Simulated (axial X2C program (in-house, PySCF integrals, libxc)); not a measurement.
**Density and ELF of FeSn**

Computed with an in-house relativistic program for diatomic molecules. Spin-free means the one-electron spin-free X2C Hamiltonian. Basis: Sn dyall-cv3z [11s12p9d4f1g], Fe dyall-cv3z [9s10p6d3f2g] (cores contracted in-house); Gaussian nuclei, density fitting, unrestricted open shells. Masses: Sn 119.902 u, Fe 55.935 u.

PBE0, without spin–orbit coupling, state M_S = 3, Λ = 2 (beyond evenly filled blocks: σα, 2 × π+α, 2 × π-α, δ+α, δ+β, δ-α); Sn at z = 0, Fe at z = 2.580 Å.

The maps cover the half plane through the axis: z from -2.4 to 4.8 Å along the bond, ρ from 0.15 to 2.25 Å away from it.

log10 of the density in e/bohr³:

```
 ρ\z  -2.4  -1.8  -1.2  -0.6   0.0   0.6   1.2   1.8   2.4   3.0   3.6   4.2   4.8
0.15  -3.0  -2.2  -1.4  -0.1   1.8  -0.1  -1.2  -0.8   0.7   0.2  -1.4  -2.2  -3.0
0.45  -3.1  -2.3  -1.5  -0.5   0.4  -0.5  -1.3  -1.1   0.1  -0.3  -1.5  -2.3  -3.0
0.75  -3.1  -2.4  -1.7  -1.0  -0.5  -1.0  -1.5  -1.4  -0.8  -1.0  -1.8  -2.5  -3.1
1.05  -3.3  -2.6  -1.9  -1.4  -1.2  -1.4  -1.7  -1.7  -1.5  -1.6  -2.1  -2.7  -3.3
1.35  -3.4  -2.8  -2.2  -1.8  -1.6  -1.7  -2.0  -2.0  -1.9  -2.0  -2.4  -2.9  -3.5
1.65  -3.6  -3.0  -2.5  -2.1  -2.0  -2.0  -2.2  -2.3  -2.3  -2.4  -2.7  -3.1  -3.7
1.95  -3.8  -3.2  -2.8  -2.4  -2.3  -2.3  -2.5  -2.6  -2.6  -2.7  -3.0  -3.4  -3.9
2.25  -4.0  -3.5  -3.1  -2.7  -2.6  -2.7  -2.8  -2.9  -2.9  -3.0  -3.3  -3.7  -4.1
```

Electron localisation function (collinear form, no current term, damped to 0 at low density):

```
 ρ\z  -2.4  -1.8  -1.2  -0.6   0.0   0.6   1.2   1.8   2.4   3.0   3.6   4.2   4.8
0.15  0.22  0.63  0.43  0.61  0.75  0.61  0.39  0.39  0.17  0.80  0.28  0.47  0.36
0.45  0.20  0.62  0.49  0.39  0.76  0.38  0.42  0.23  0.77  0.57  0.22  0.43  0.33
0.75  0.16  0.59  0.60  0.27  0.39  0.23  0.46  0.17  0.36  0.24  0.19  0.38  0.25
1.05  0.11  0.54  0.69  0.44  0.30  0.38  0.51  0.23  0.18  0.17  0.23  0.34  0.16
1.35  0.06  0.45  0.72  0.70  0.61  0.62  0.53  0.34  0.24  0.24  0.27  0.29  0.08
1.65  0.03  0.32  0.68  0.78  0.77  0.70  0.53  0.39  0.35  0.32  0.29  0.20  0.03
1.95  0.01  0.18  0.56  0.75  0.77  0.67  0.48  0.38  0.38  0.34  0.26  0.10  0.01
2.25  0.00  0.07  0.38  0.63  0.69  0.58  0.40  0.31  0.32  0.27  0.14  0.03  0.00
```

Axial spin density in 10⁻³ e/bohr³:

```
 ρ\z  -2.4  -1.8  -1.2  -0.6   0.0   0.6   1.2   1.8     2.4    3.0  3.6  4.2  4.8
0.15  -0.3  -1.3  -4.1  -0.6  45.9   0.2  -7.7  20.3  1169.2  378.1  5.6  0.2  0.1
0.45  -0.2  -0.9  -2.0   1.3   6.9   1.8  -2.1  19.9   255.5  151.7  7.1  0.5  0.1
0.75  -0.1  -0.3   0.4   6.7   6.3   9.1   3.7  13.4    51.0   40.6  6.0  0.7  0.1
1.05   0.0   0.1   1.6   8.5  14.9  12.0   6.0   8.5    17.0   14.1  3.9  0.6  0.1
1.35   0.0   0.2   1.8   6.7  11.7   9.7   5.5   5.4     7.5    6.0  2.3  0.5  0.1
1.65   0.0   0.3   1.4   4.2   7.0   6.2   3.9   3.3     3.6    2.8  1.2  0.3  0.1
1.95   0.0   0.2   0.9   2.4   3.8   3.5   2.4   1.9     1.8    1.3  0.6  0.2  0.1
2.25   0.0   0.2   0.5   1.3   1.9   1.9   1.4   1.1     0.9    0.6  0.3  0.1  0.0
```

Occupations by symmetry block were frozen at the best pattern of an incomplete PBE0 search. Other states lie close and PBE0, whose exact exchange favours high spin, may order them wrongly; the determinant shown need not be the ground state. The nearest other spin-free determinant of the search, M_S = 2, Λ = 3, lies 0.05 eV up at the distance of the search. Without a current term, density functionals place determinants with orbital angular momentum somewhat too high. With spin–orbit coupling the lowest determinant has another configuration, so this spin-free state is a model.
